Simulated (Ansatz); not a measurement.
Consider the isomerisation: `C[B](C)[GeH3]` → `C[BH][GeH2][CH3]`.

Program: Ansatz. Geometries: PBE0-D4/def2-TZVP. ΔE: electronic, gas phase. CBS: MP2 limit from def2 TZ/QZ plus the TZ coupled-cluster correction, frozen cores. Functionals use def2-TZVPP. For Ge outer-core shells are correlated without core-valence functions, which leaves a few kJ/mol of doubt a bond. Scalar relativity is left out up to krypton. One conformer a species, not always the lowest.

`C[B](C)[GeH3]`:

Cartesian coordinates in Å:
```
C 1.496 -0.730 -0.269
B 0.186 0.089 -0.064
C 0.148 1.629 -0.301
Ge -1.558 -0.870 0.541
H 1.622 -1.572 0.414
H 1.395 -1.183 -1.270
H 2.408 -0.127 -0.291
H 0.927 1.992 -0.979
H 0.374 2.069 0.685
H -0.820 2.040 -0.595
H -2.672 -0.716 -0.516
H -1.392 -2.380 0.809
H -2.113 -0.240 1.837
```

`C[BH][GeH2][CH3]`:

Z-matrix (Å, degrees):
```
C
B 1 1.550
H 1 1.091 2 116.2
H 1 1.105 2 103.6 3 -116.4
H 1 1.093 2 114.1 3 130.0
Ge 2 2.068 1 123.9 3 21.2
H 2 1.202 1 118.5 3 -163.7
C 6 1.963 2 113.4 1 -146.6
H 6 1.547 2 112.5 1 -22.4
H 6 1.550 2 107.7 1 94.2
H 8 1.091 6 110.0 2 -56.0
H 8 1.091 6 110.5 2 63.8
H 8 1.090 6 110.5 2 -176.1
```

```json
{"level": "ωB97M-V", "ΔE (kJ/mol)": "29.2"}
{"level": "CCSD(T)/def2-TZVPP", "ΔE (kJ/mol)": "24.4"}
{"level": "MP2/def2-QZVPP", "ΔE (kJ/mol)": "24.4"}
{"level": "CCSD/CBS(def2)", "ΔE (kJ/mol)": "25.1"}
```

Problem. What does CCSD(T)/CBS give? (Estimate.)

Solution. Computed: +25.6 kJ/mol. The listed levels differ from it by 3.6, -1.2, -1.2, -0.5 kJ/mol.

Largest T1 diagnostic among the species: 0.011.
